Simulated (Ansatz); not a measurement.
Pulling on the Ge1–Ge2 bond in Ge2H6 (SMILES [GeH3][GeH3]) (multiplicity 1 held, fragments rigid). Energies count from the point at 2.436 Å.
Geometry at that point (charge 0, multiplicity 1):
```xyz
8

Ge    -1.21412     0.09497    -0.01554
Ge     1.21412    -0.09497     0.01554
H     -1.81564    -0.88367    -1.03992
H     -1.63545     1.52474    -0.39913
H     -1.79544    -0.23068     1.37187
H      1.63545    -1.52474     0.39913
H      1.81564     0.88367     1.03992
H      1.79544     0.23068    -1.37187
```

R- and RO- levels are restricted; in cc, def2 and unpolarised 6-31G sets they are followed outwards from rest. Unrestricted levels (U-) break spin symmetry where that is lower. Active spaces are followed from a long bond inwards. Curves can end on different states.

Cores are frozen in the correlated methods. Filled d and f shells under p-block atoms count as core.

Programs: Ansatz (a quantum-chemistry and plane-wave program) with Gaussian orbitals. Each number belongs to the level named beside it.

Energies in kcal/mol.

```tsv
R (Å)	R-SCS-MP2/cc-pVDZ	U-SCS-MP2/cc-pVDZ	FIC-MRCISD on CASSCF(2,2)/cc-pVDZ	FIC-MRCISD+Q on CASSCF(2,2)/cc-pVDZ
1.949	57.9	57.9	58.2	58.0
2.192	11.2	11.2	11.5	11.3
2.436	0.0	0.0	0.0	0.0
2.679	4.4	4.4	4.0	4.1
2.923	15.2	15.2	14.0	14.3
3.288	34.2	38.7	31.0	31.5
3.654	51.6	55.8	45.2	45.9
4.263	72.5	64.1	58.9	59.8
4.872	83.0	65.9	63.6	64.6
5.602	83.9	66.4	65.0	66.0
6.577	72.6	66.5	65.3	66.4
7.795	51.2	66.6	65.3	66.4
```

Doubts at one or more of the structures used: a restricted determinant that unrestricted orbitals would lower (R-SCS-MP2/cc-pVDZ); a spin-contaminated determinant (U-SCS-MP2/cc-pVDZ).
